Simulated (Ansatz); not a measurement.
Input for Ansatz (development build ahead of 0.2.0):

```yaml
crystal:
  periodic: [false, false, false]
  atoms:
    - { symbol: F, position_ang: [0.71, 0.0, 2.8] }
    - { symbol: F, position_ang: [-0.71, 0.0, 2.8] }
    - { symbol: Li, position_ang: [1.34, 0.0, 0.0] }
    - { symbol: Li, position_ang: [-1.34, 0.0, 0.0] }
basis:
  gaussian: { orbitals: cc-pVDZ }
hamiltonian:
  xc: hf
```

The input is written out in the form of the current development build from the run's settings.

Output:

| Property | Result |
| --- | --- |
| Converged | yes |
| Total energy | -213.54358 hartree |
| Spin squared of the determinant | 0.000 |

Caution: stretched shape with no unrestricted run beside it, a lower state can exist.
